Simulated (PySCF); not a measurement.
**Working out the electron affinity of Au**

Au⁻ [Xe] 4f14 5d10 6s2 (1S) → Au [Xe] 4f14 5d10 6s1 (2S). Calculation: PySCF 2.14, in def2-TZVPPD with the def2 core potential (60 electrons) (6s5p3d2f1g, 59 functions); a scalar-relativistic core potential. Frozen: 5s2 5p6. Energies in hartree (1 hartree = 27.21139 eV):

```csv
part,Au⁻ (lower),Au (upper)
UHF,-134.805852,-134.789865
CCSD correlation,-0.393189,-0.342647
(T),-0.019149,-0.013963
```

Task: What does Hartree-Fock give?

Result: (-134.789865) − (-134.805852) = 0.015987 hartree = 0.435 eV.

Task: What do CCSD and CCSD(T) give?

Result: The CCSD correlation energies differ by 0.050542 hartree = 1.375 eV and the triples by 0.005186 hartree = 0.141 eV, so CCSD gives 1.810 eV and CCSD(T) 1.951 eV.

Reference: 2.309 eV (measured; photodetachment measurements, as compiled on the Wikipedia data page of electron affinities).

What remains against the reference includes basis incompleteness, the frozen core and higher excitations.
